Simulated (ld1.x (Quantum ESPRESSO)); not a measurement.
# C (Z = 6): TM semilocal pseudisation with PBEsol, non-relativistic reference atom.

* Element: carbon
* Generator: ld1.x (Quantum ESPRESSO) 7.5
* Type: norm-conserving Troullier–Martins (semilocal form)
* Functional: PBEsol
* Relativity: non-relativistic
* Frozen core: [He]
* Valence charge: 4
* Reference configuration: 2s2 2p2
* Partial waves: 2p (bound): rc 2.70 bohr; 2s (bound): rc 0.90 bohr
* Local potential: the s channel
* Core correction: Bessel-smoothed model core inside 0.65 bohr

All-electron outer shells of the reference configuration (PBEsol, non-relativistic, ld1.x):

```
shell  level (eV)  outermost node (bohr)  outermost maximum (bohr)
   2s      -13.64                   0.38                      1.22
   2p       -5.24                      –                      1.20
```

Calculated quality:

* Cutoffs needed: 45 Ry and 110 Ry (the cutoffs (Ry, on a coarse ladder) from which the occupation-weighted sum of valence levels, in a spherical-Bessel basis at the reference potential, stays within 10 and 1 mRy of its value at 400 Ry)
* Ghost test: no extra level below or beside the all-electron valence levels (p, s tested); the semilocal form is local in each channel, so this says nothing of the separable form that plane-wave codes build from it (spherical-Bessel basis up to 400 Ry, 20 bohr box)
* Largest excitation error: +1435 meV (all-electron minus pseudo) for 2s1 2p0, out of 7 test configurations

Generation and tests took about 0.68 s on one core of a shared server CPU.
